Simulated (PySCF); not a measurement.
A structure optimised at PBE-D3(BJ)/def2-SVP, used in a PySCF frequency run:

```xyz
8

O     -1.5593     0.0694    -1.8094
Si     0.0000     0.0000    -1.2571
O      0.8397     1.3157    -1.8094
O      0.7195    -1.3851    -1.8094
I      0.0000     0.0000     1.2329
H     -2.0992     0.7904    -1.4402
H      1.7341     1.4228    -1.4402
H      0.3651    -2.2131    -1.4402
```
Charge 0, spin multiplicity 1.

Problem. Write its SMILES, formula and point group.

Solution. O[Si](O)(O)I, H₃IO₃Si, C3

Problem. What are its rotational constants (standard atomic weights)?

Solution. 3.8245, 1.0929, 1.0929 GHz
